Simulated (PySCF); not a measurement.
# Working out the ionisation energy of Kr

Kr [Kr] (1S) → Kr⁺ [Ar] 3d10 4s2 4p5 (2P). All numbers are calculated (PySCF 2.14, a scalar-relativistic core potential, in aug-cc-pVDZ-PP with ECP10MDF (5s4p3d, 32 functions)). Frozen: 3s2 3p6 3d10. Energies in hartree (1 hartree = 27.21139 eV):

```csv
part,Kr (lower),Kr⁺ (upper)
UHF,-462.180310,-461.697016
MP2 opposite-spin,-0.091630,-0.072273
MP2 same-spin,-0.035010,-0.024717
```

What does Hartree-Fock give?

(-461.697016) − (-462.180310) = 0.483294 hartree = 13.151 eV.

What do MP2 and SCS-MP2 (6/5 opposite-spin, 1/3 same-spin) give?

The opposite-spin parts differ by 0.527 eV and the same-spin parts by 0.280 eV. MP2: 13.151 + (0.527) + (0.280) = 13.958 eV. SCS-MP2: 13.151 + 1.2 × (0.527) + (0.280)/3 = 13.877 eV.

Measured between the centres of the two terms (NIST): 14.222 eV, so MP2 (valence) is off by -0.264 eV.

A double-zeta basis recovers only part of the correlation energy.

What remains against the reference includes basis incompleteness, the frozen core and correlation beyond second order.
